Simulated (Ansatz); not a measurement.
Computed with Ansatz on PBE0-D4/def2-TZVP structures; ΔE is electronic, products minus reactants. CCSD(T)/CBS is the MP2 limit (def2-TZVPP, def2-QZVPP) plus CCSD(T) − MP2 in def2-TZVPP, frozen cores. Functionals use def2-TZVPP. For Ge outer-core shells are correlated without core-valence functions, which leaves a few kJ/mol of doubt a bond. Scalar relativity is left out up to krypton. One conformer a species, not always the lowest.

`C=C[SiH2]BC` + `[NH2][Ge]([OH])([F])[Cl]` → `C=C[SiH2]BF` + `[CH3][Ge]([NH2])([OH])[Cl]`  (redistribution)

```json
{"species": "`C=C[SiH2]BC`", "ωB97M-V energy (Eh)": "-433.97729"}
{"species": "`[NH2][Ge]([OH])([F])[Cl]`", "ωB97M-V energy (Eh)": "-2768.88847"}
{"species": "`C=C[SiH2]BF`", "ωB97M-V energy (Eh)": "-493.99819"}
{"species": "`[CH3][Ge]([NH2])([OH])[Cl]`", "ωB97M-V energy (Eh)": "-2708.89152"}
```

(1) Work out ΔE.

Largest T1 diagnostic among the species: 0.014.

## Answers

(1) ΔE = (-493.99819) + (-2708.89152) − (-433.97729) − (-2768.88847) = -0.02395 Eh = -62.9 kJ/mol. CCSD(T)/CBS gives -66.0 kJ/mol.

In def2-TZVPP, CCSD(T) changes the Hartree–Fock value by −6.9 kJ/mol (the triples alone add −0.8 kJ/mol) and MP2 by −7.2 kJ/mol.
